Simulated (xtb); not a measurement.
C4H6Ge, SMILES C#C[C]([GeH3])=C. All values are semi-empirical tight-binding results from xtb (GFN2-xTB unless named), good for trends rather than for accurate numbers. The structure is a stationary point at GFN2-xTB. The structure was generated by enumeration, and PubChem lists no compound with its InChIKey, so it may never have been made.

For metal compounds this method's bond lengths and energies can be far off.

Computed properties:
| Quantity | Result |
|---|---|
| point group as xtb finds it | Cs |
| orbital gap | 4.03 eV |
| zero-point energy | 44.9 kcal/mol |
| G − E(el) at 298.15 K (modified RRHO) | 24.9 kcal/mol |
